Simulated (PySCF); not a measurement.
Task: Give a GFN2-xTB geometry of `CC([C@H]([S-])C#N)C`. (Charge -1.)

Result: 
```xyz
15
C5H8NS angstrom
C     -0.3097    1.4654   -0.2116
C     -0.2559    0.0388    0.3334
C     -1.4889   -0.7556   -0.0793
C      1.0099   -0.6897   -0.1493
S      1.1886   -2.3577    0.5785
C      2.2042   -0.0273    0.2715
N      3.1828    0.4516    0.6483
H      0.5760    2.0237    0.0890
H     -1.1926    1.9851    0.1626
H     -0.3543    1.4539   -1.3013
H     -0.2114    0.0741    1.4290
H     -1.3503   -1.7911    0.2283
H     -1.6134   -0.7277   -1.1621
H     -2.3894   -0.3571    0.3881
H      1.0000   -0.7784   -1.2473
```

Orientation and origin are arbitrary. Atoms count from 1 in this order. Of the pairs four or more bonds apart, S5···H12 is among the closest relative to their van der Waals radii: 2.62 Å, 87 % of the sum of Bondi's values. The 4 C–C bonds span 1.429 Å (C4–C6, drawn single) to 1.538 Å (C2–C4, drawn single), a spread of 0.109 Å.

Bonds between heavy atoms (Å): C1–C2 1.528, C2–C3 1.524, C2–C4 1.538, C4–S5 1.829, C4–C6 1.429, C6≡N7 1.153.

Structure optimised with GFN2-xTB, isolated species.

Point group: C1 (no symmetry element, even within 0.4 Å). Whether it is a minimum is left open (no frequencies). Torsions: C1–C2–C4–S5 176°.

One conformer stands for the species.

These are computed values.
